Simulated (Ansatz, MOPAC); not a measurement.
Species: GeF, net charge 0, doublet state. SMILES: [F][Ge]

Atoms: Ge1, F2. Bonds: Ge1-F2.

Bond lengths (Å) and angles (degrees) optimised at AM1 with MOPAC; HF/STO-3G with Ansatz (an electronic-structure program); HF/3-21G with Ansatz; MP2/6-31G* with LANL2DZ past Ar with Ansatz, each started from the B3LYP-D3(BJ)/def2-TZVP structure (Ansatz) of the last column. A row stands for all coordinates that are equal there. 6-31G* holds six Cartesian d functions.

```json
[
 {"coordinate": "Ge1-F2", "AM1": "1.657", "HF/STO-3G": "1.640", "HF/3-21G": "1.702", "MP2/6-31G* with LANL2DZ past Ar": "1.733", "B3LYP-D3(BJ)/def2-TZVP": "1.770"}
]
```

Mean signed difference of all 1 bond lengths from B3LYP-D3(BJ)/def2-TZVP: AM1 -0.113 Å, HF/STO-3G -0.130 Å, HF/3-21G -0.068 Å, MP2/6-31G* with LANL2DZ past Ar -0.037 Å.
